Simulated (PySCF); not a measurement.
Mo(NH)(S)(F)(Cl) (ClFHMoNS), SMILES [Cl][Mo](=[S])(=[NH])[F], multiplicity 1. Atoms are numbered in the order given.

```xyz
6

Mo    -0.0844     0.0885    -0.2339
N     -0.3618    -0.9943    -1.5345
H     -0.0811    -1.6865    -2.2310
S      1.9937     0.0945     0.1565
F     -0.6423     1.7806    -0.7452
Cl    -1.1741    -0.7417     1.5883
```

Geometry: B3LYP-D3(BJ)/def2-SVP. The spin state was assumed, not searched. The structure was generated by enumeration; whether it is a known compound was not checked. The def2 effective core potentials stand for the cores of Mo; spin–orbit coupling is left out.

These are PBE/def2-TZVP (PySCF) values and carry that method's errors.

The molecule is in vacuum.

- total energy: -1081.60486 hartree
- highest occupied level: -6.83 eV
- lowest empty level: -4.07 eV
- orbital gap: 2.76 eV
- dipole moment: 1.92 D
- quadrupole, principal values (traceless, Buckingham form, about the centre of nuclear charge): -5.82, -3.15, 8.98 D·Å
- mean static polarisability: 80.0 bohr³ (11.86 Å³)
- polarisability, principal values: 61.9, 79.9, 98.3 bohr³
